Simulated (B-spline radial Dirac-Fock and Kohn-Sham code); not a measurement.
Pb³⁺ 5p3/2: cross section and angular parameters

System: lead as Pb³⁺ in the configuration [Xe] 4f14 5d10 6s1; threshold 117.5 eV (orbital energy of the model). Method: Dirac-Hartree-Slater photoionisation with a Latter tail; cross sections with all multipoles, angular parameters from the dipole term and its interference with E2. Computed with a radial atomic solver.

```
hν (eV)  σ (kb)       β       γ       δ
    143     354   0.244   0.420  -0.050
    150     322   0.080   0.403  -0.050
    190     222  -0.326   0.119  -0.013
    200     208  -0.333   0.059  -0.003
    214     193  -0.310  -0.005   0.010
    293     139   0.050  -0.079   0.044
    300     136   0.084  -0.074   0.045
    500    80.9   0.757   0.161   0.039
    600    65.0   0.944   0.239   0.031
    800    44.9   1.179   0.306   0.017
    834    42.5   1.208   0.309   0.015
    846    41.6   1.218   0.310   0.015
   1110    28.3   1.381   0.292   0.005
 1253.6    23.6   1.442   0.264   0.002
   1650    15.4   1.555   0.174  -0.002
   2090    10.4   1.629   0.082  -0.003
   3010    5.49   1.709  -0.029   0.001
   3390    4.40   1.727  -0.045   0.003
   3510    4.12   1.732  -0.048   0.003
   4700    2.33   1.759  -0.013   0.008
   6210    1.31   1.767   0.122   0.013
   7710       ?       ?       ?       ?
   8310   0.690   1.757   0.376   0.018
  12000   0.292   1.720   0.855   0.028
  13300   0.228   1.705   1.016   0.031
  15000   0.169   1.684   1.216   0.036
```

Task: Give the values at 7710 eV.

Result: σ = 0.816 kb, β = 1.761, γ = 0.300, δ = 0.017.
